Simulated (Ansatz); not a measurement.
Stretching the Ga1–F2 bond in GaF (multiplicity 1 held). Energies count from the point at 1.800 Å.


Restricted levels (R-, RO-) in cc, def2 and unpolarised 6-31G sets keep to the state of the molecule at rest. Unrestricted levels (U-) break spin symmetry where that is lower. Active spaces are followed from rest. Curves can end on different states.

Correlated levels freeze the cores. Filled d and f shells under p-block atoms count as core.

Codes used: Ansatz (Gaussian orbitals). 

Energies in kcal/mol.

```csv
R (Å),R-HF/cc-pVDZ,U-MP2/cc-pVDZ,U-SCS-MP2/cc-pVDZ,"CASSCF(10,8)/cc-pVDZ","FIC-MRCISD+Q on CASSCF(10,8)/cc-pVDZ"
1.440,63.3,68.0,67.9,67.9,68.0
1.620,9.8,11.6,11.7,11.6,11.6
1.800,0.0,0.0,0.0,0.0,0.0
1.980,7.9,7.0,6.9,6.8,6.8
2.161,22.2,21.2,20.9,20.7,20.6
2.431,45.7,?,44.7,44.3,44.0
2.701,66.9,67.3,66.6,66.1,65.5
3.151,95.2,?,117.0,95.4,94.2
3.601,116.4,129.6,126.0,117.3,114.7
4.141,135.5,?,128.9,130.7,121.5
4.861,152.9,133.9,129.9,134.7,125.5
5.761,166.3,134.2,130.2,135.5,126.3
7.202,178.1,134.3,130.3,135.6,126.4
```

Q: Fill in the missing entries.

A: 
- 3.151, U-MP2/cc-pVDZ: 119.6
- 4.141, U-MP2/cc-pVDZ: 132.7
- 2.431, U-MP2/cc-pVDZ: 45.1

Doubts at one or more of the structures used: a restricted determinant that unrestricted orbitals would lower (R-HF/cc-pVDZ); a spin-contaminated determinant (U-MP2/cc-pVDZ, U-SCS-MP2/cc-pVDZ).

Ansatz is a first-principles code.
